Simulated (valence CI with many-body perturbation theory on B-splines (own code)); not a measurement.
# Ge⁺: calculation against measured levels

Computed by valence CI with perturbative core correlation (CI+MBPT): three valence electrons over a frozen Dirac-Fock core [Ar] 3d10, radial functions for each j: 11 s, 11 p, 10 d, 8 f, 5 g, 2 h, with the one-electron correlation potential Σ1, the two-electron term Σ2, the three-electron term Σ3, Breit, model QED; selected CI, second order for the rest (own B-spline code, finite nucleus).

Set against measurement, 19 paired levels are off by 286 cm⁻¹ on average, the worst by 493. These come from a selection out of the NIST Handbook of Basic Atomic Spectroscopic Data. Levels without a partner in it may be off by more.

Measured levels: NIST Handbook of Basic Atomic Spectroscopic Data (Sansonetti and Martin, J. Phys. Chem. Ref. Data 34, 1559 (2005)). Pairs share parity and J, and are chosen by configuration, term and nearness in energy; levels without a clear partner are left out. Energies in cm⁻¹ above the measured ground level.

Names give the largest LS component (configuration and term), which can be under half, so a name can repeat, a term be missing and a line seem to break the LS rules; names also repeat where a configuration has a term twice.

| Computed label | Label in the source | Measured | Computed | Difference |
| --- | --- | --- | --- | --- |
| 4s2 4p 2P°_1/2 | 4s2 4p 2P° | 0 | 0.0 | 0 |
| 4s2 4p 2P°_3/2 | 4s2 4p 2P° | 1767.4 | 1754.6 | -13 |
| 4s 4p2 4P_1/2 | 4s 4p2 4P | 51575.9 | 51208.8 | -367 |
| 4s 4p2 4P_3/2 | 4s 4p2 4P | 52290.9 | 51919.7 | -371 |
| 4s 4p2 4P_5/2 | 4s 4p2 4P | 53366.7 | 52989.2 | -378 |
| 4s2 5s 2S_1/2 | 4s2 5s 2S | 62403.0 | 62282.2 | -121 |
| 4s 4p2 2D_3/2 | 4s 4p2 2D | 65015.7 | 64588.5 | -427 |
| 4s 4p2 2D_5/2 | 4s 4p2 2D | 65184.7 | 64759.6 | -425 |
| 4s2 5p 2P°_1/2 | 4s2 5p 2P° | 79006.9 | 78779.5 | -227 |
| 4s2 5p 2P°_3/2 | 4s2 5p 2P° | 79366.5 | 79135.2 | -231 |
| 4s2 4d 2D_3/2 | 4s2 4d 2D | 80836.9 | 80620.3 | -217 |
| 4s2 4d 2D_5/2 | 4s2 4d 2D | 81012.6 | 80796.4 | -216 |
| 4s 4p2 2S_1/2 | 4s 4p2 2S | 85890.6 | 85397.5 | -493 |
| 4s 4p2 2P_1/2 | 4s 4p2 2P | 91016.2 | 90832.7 | -184 |
| 4s 4p2 2P_3/2 | 4s 4p2 2P | 92122.7 | 91941.2 | -182 |
| 4s2 6s 2S_1/2 | 4s2 6s 2S | 94784.4 | 94312.9 | -471 |
| 4s2 5d 2D_3/2 | 4s2 5d 2D | 100090.0 | 99796.0 | -294 |
| 4s2 5d 2D_5/2 | 4s2 5d 2D | 100130.8 | 99837.4 | -293 |
| 4s2 4f 2F°_7/2 | 4s2 4f 2F° | 100317.3 | 100057.0 | -260 |
| 4s2 4f 2F°_5/2 | 4s2 4f 2F° | 100318.0 | 100057.5 | -261 |

Over 19 excited levels the mean absolute difference is 286 cm⁻¹, the median 261 and the largest 493. The comparison draws on a selection of the measured levels: 20 of the 43 computed ones have a partner in it, and others may be off by more.

Rates against NIST Handbook of Basic Atomic Spectroscopic Data (Sansonetti and Martin, J. Phys. Chem. Ref. Data 34, 1559 (2005)):

```json
{"λ vac, measured (nm)": "110.67", "Upper": "4s 4p2 2P_3/2", "Lower": "4s2 4p 2P°_3/2", "A computed (s⁻¹)": "4.07e+09", "A tabulated (s⁻¹)": "4.80e+09"}
{"λ vac, measured (nm)": "112.05", "Upper": "4s 4p2 2P_1/2", "Lower": "4s2 4p 2P°_3/2", "A computed (s⁻¹)": "1.95e+09", "A tabulated (s⁻¹)": "2.40e+09"}
{"λ vac, measured (nm)": "118.87", "Upper": "4s 4p2 2S_1/2", "Lower": "4s2 4p 2P°_3/2", "A computed (s⁻¹)": "5.66e+08", "A tabulated (s⁻¹)": "7.70e+08"}
{"λ vac, measured (nm)": "123.71", "Upper": "4s2 4d 2D_3/2", "Lower": "4s2 4p 2P°_1/2", "A computed (s⁻¹)": "2.36e+09", "A tabulated (s⁻¹)": "2.70e+09"}
{"λ vac, measured (nm)": "126.19", "Upper": "4s2 4d 2D_5/2", "Lower": "4s2 4p 2P°_3/2", "A computed (s⁻¹)": "2.61e+09", "A tabulated (s⁻¹)": "2.90e+09"}
{"λ vac, measured (nm)": "193.80", "Upper": "4s 4p2 4P_5/2", "Lower": "4s2 4p 2P°_3/2", "A computed (s⁻¹)": "1.22e+05", "A tabulated (s⁻¹)": "2.80e+05"}
{"λ vac, measured (nm)": "193.89", "Upper": "4s 4p2 4P_1/2", "Lower": "4s2 4p 2P°_1/2", "A computed (s⁻¹)": "3.75e+05", "A tabulated (s⁻¹)": "4.70e+05"}
{"λ vac, measured (nm)": "474.31", "Upper": "4s2 5d 2D_3/2", "Lower": "4s2 5p 2P°_1/2", "A computed (s⁻¹)": "1.08e+08", "A tabulated (s⁻¹)": "4.60e+07"}
{"λ vac, measured (nm)": "481.60", "Upper": "4s2 5d 2D_5/2", "Lower": "4s2 5p 2P°_3/2", "A computed (s⁻¹)": "1.29e+08", "A tabulated (s⁻¹)": "5.10e+07"}
{"λ vac, measured (nm)": "589.50", "Upper": "4s2 5p 2P°_3/2", "Lower": "4s2 5s 2S_1/2", "A computed (s⁻¹)": "7.88e+07", "A tabulated (s⁻¹)": "9.20e+07"}
```
